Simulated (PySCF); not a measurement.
Gas-phase reaction: 6 H + 2 B2O3 = B(OH)3 + B3O3H3

Computed with PySCF (xtb for GFN2) and rigid-rotor harmonic-oscillator thermochemistry at 1 bar. † marks an energy on the PBE0/def2-TZVP geometry and frequencies; other levels use their own. CCSD(T) freezes the core. 6-31G* has spherical d functions here. Open shells (unrestricted): H (multiplicity 2); the rest are closed-shell singlets. GFN2 has no spin-polarisation term. CCSD(T) isn't extrapolated to the basis-set limit; its ΔH°(298 K) is -1691.7 kJ in def2-SVP and -1803.1 kJ in def2-TZVPP. The harmonic model lacks anharmonicity and excited electronic states, which grow with temperature; levels with a mode under 35 cm⁻¹ are left out. Internal rotation in B(OH)3 is treated as a harmonic vibration of one conformer, which makes the entropy rough. Soft modes under 120 cm⁻¹ make the harmonic entropy rough for B2O3. Warning, point group unlike the PBE0 one: B2O3 (GFN2-xTB, PBE/def2-SVP).

| level | ΔE electronic, kJ | ΔH°(298 K), kJ | ΔS°(298 K), J/K | ΔG°(800 K), kJ |
|---|---|---|---|---|
| CCSD(T)/def2-SVP† | -1829 | -1692 | -701 | -1108 |
| CCSD(T)/def2-TZVPP† | -1940 | -1803 | -701 | -1220 |
| GFN2-xTB | -1876 | -1757 | -702 | -1172 |
| HF/6-31G* | -1632 | -1484 | -704 | -897 |
| PBE/def2-SVP | -1821 | -1692 | -709 | -1100 |
| PBE/def2-TZVP† | -1834 | -1697 | -701 | -1113 |
ΔH° is lowest at CCSD(T)/def2-TZVPP† and highest at HF/6-31G*. No reference value is set beside these.
